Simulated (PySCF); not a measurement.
A GIAO shielding run with PySCF (density fitting, non-relativistic, gas phase) on SMILES FC[C@@H]1C[C@@H](F)O1, C₄H₆F₂O:

```
$ OMP_NUM_THREADS=1 python probes_run.py task.json out

{"job": {"kind": "nmr", "xc": "PBE0", "basis": "pcSseg-1"}, "charge": 0, "multiplicity": 1}
F      2.536915     0.445803     0.188856
C      1.633363    -0.420952    -0.367621
C      0.318774     0.304570    -0.620595
C     -0.575591     0.572392     0.600759
C     -1.568651    -0.332661    -0.126348
F     -2.680811     0.332755    -0.561603
O     -0.672587    -0.576473    -1.174314
H      2.056134    -0.783256    -1.309625
H      1.503946    -1.253284     0.331528
H      0.491633     1.172800    -1.265308
H     -0.915692     1.597042     0.715099
H     -0.200324     0.186210     1.543455
H     -1.931497    -1.244462     0.363477
```

Hardware: 1 thread of an Arm Neoverse V2, shared host. The job also computes population analyses, field gradients, ring-centre shieldings.

Question: How large is the calculation?

Answer: 56 electrons, 149 basis functions and 771 auxiliary functions.

Question: How long does it take, and how much memory does it need?

Answer: 20 s of wall time, with 14 SCF cycles and 4 response iterations; peak memory 0.7 GiB. Times on a shared host scatter by some tens of per cent.
